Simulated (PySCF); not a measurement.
## From computed data to an observable: oscillator strength and radiative lifetime

CH2AlF3O2, SMILES [OH][Al]([OH])[C](F)(F)F.

Geometry optimised at B3LYP-D3(BJ)/def2-SVP. The structure was generated by enumeration; whether it is a known compound was not checked. Other conformers were not sampled.

TDDFT-PBE0/def2-SVPD in PySCF 2.14.0 puts the first singlet state with f over 0.02 at 7.32 eV (vertical), with the transition dipole (-0.329, -0.428, -0.407) in atomic units.

Q: Find the oscillator strength, the wavelength and the radiative lifetime that this transition would have in vacuum if emission retraced absorption.

A: 
|μ|² = 0.4571 au, so |μ| = 1.72 D. ΔE = 7.32/27.211 = 0.2690 hartree. f = (2/3) ΔE |μ|² = 0.082 (the program prints 0.082).
λ = 1239.84/7.32 = 169 nm; ν = 59040 cm⁻¹.
Einstein's coefficient A = 0.6670 ν² f s⁻¹ (ν in cm⁻¹) = 1.9e8 s⁻¹, so τ = 1/A = 5.2 ns. This state is S2; the lower singlet has f = 0.000. The figure is the radiative limit of this one transition; relaxation, internal conversion, crossing to triplets and a medium change what is measured.
